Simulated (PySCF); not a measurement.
C3H2N3, SMILES [c]1ncncn1, multiplicity 2. Geometry: PBE-D3(BJ)/def2-SVP. The isomer is the one that the SMILES or the coordinates give; other isomers of the formula were not compared.

All values below come from PBE-D3(BJ)/def2-SVP run with PySCF.

Harmonic wavenumbers (cm⁻¹): 276, 352, 616, 688, 737, 919, 950, 979, 1113, 1164, 1169, 1261, 1366, 1389, 1511, 1564, 3094, 3097. Rotational constants (GHz): 7.003, 6.395, 3.343; symmetry number 2.

Question: Work out the zero-point energy and the ideal-gas rigid-rotor harmonic-oscillator thermochemistry at 298.15 K and 1 atm.

Answer: ZPE = ½ Σ hcν = ½ × 22244 cm⁻¹ = 31.80 kcal/mol. H − E(el) = 35.06 kcal/mol. Entropy in cal/(mol K): translation 39.06, rotation 23.80, vibration 4.32, spin 1.38, total 68.55. G − E(el) = 14.62 kcal/mol. Cp = 16.41 cal/(mol K).
